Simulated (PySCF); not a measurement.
Below is a simulated gas-phase C 1s photoelectron spectrum of `CC(C)(C)C[O][GeH3]`.

Every computed line was given a Gaussian of 0.7 eV full width at half maximum and an area set by the number of equivalent atoms; the highest printed point is 100. Method: delta-SCF UKS SCAN, pcX-2 on the ionised atom, pcseg-1 elsewhere, spin-free X2C in PySCF.

(binding energy (eV), intensity): (289.1, 0), (289.2, 1), (289.3, 3), (289.4, 7), (289.5, 13), (289.6, 25), (289.7, 40), (289.8, 59), (289.9, 78), (290.0, 93), (290.1, 100), (290.2, 98), (290.3, 88), (290.4, 72), (290.5, 54), (290.6, 37), (290.7, 24), (290.8, 14), (290.9, 8), (291.0, 6), (291.1, 6), (291.2, 9), (291.3, 13), (291.4, 19), (291.5, 24), (291.6, 27), (291.7, 27), (291.8, 25), (291.9, 20), (292.0, 14), (292.1, 9), (292.2, 5), (292.3, 3), (292.4, 1), (292.5, 1), (292.6, 0), (292.7, 0)

Question: How many maxima does the curve show, and how many computed lines lie under it?

Answer: The curve has 2 maxima (at 290.1 and 291.7 eV). Under it lie 3 lines from 3 inequivalent carbon sites. At this width some lines have no maximum of their own.

Question: Decompose the envelope and assign each component. Numbering: `[CH3:1][C:2]([CH3:3])([CH3:4])[CH2:5][O:6][GeH3:7]`.

Answer: 
```json
{"position (eV)": "290.07", "relative area": "3", "line": "C 1s", "atoms": "C1/C3/C4", "environment": "methyl carbon"}
{"position (eV)": "290.37", "relative area": "1", "line": "C 1s", "atoms": "C2", "environment": "quaternary sp3 carbon"}
{"position (eV)": "291.66", "relative area": "1", "line": "C 1s", "atoms": "C5", "environment": "sp3 carbon bound to oxygen"}
```

Lowest listed C 1s: C1/C3/C4, bonded to C and 3 H. Highest, 1.59 eV above it: C5, bonded to O, C and 2 H. Summing the Pauling electronegativity differences to the bonded atoms, each weighted by its formal bond order, gives -1.05 for the lowest site and +0.19 for the highest; no listed site has a larger sum than the highest.

Shake-up satellites, vibrational structure and lifetime widths aren't simulated. Topologically equivalent atoms share the value of their first member; where this conformer doesn't relate them by symmetry, their own values could differ. Isolated species at its PBE0-D3(BJ)/def2-SVP geometry (one conformer only).

The values belong to the conformer `[CH3:1][C:2]([CH3:3])([CH3:4])[CH2:5][O:6][GeH3:7]`: C1–C2–C5–O6 -60°, C2–C5–O6–Ge7 179°.
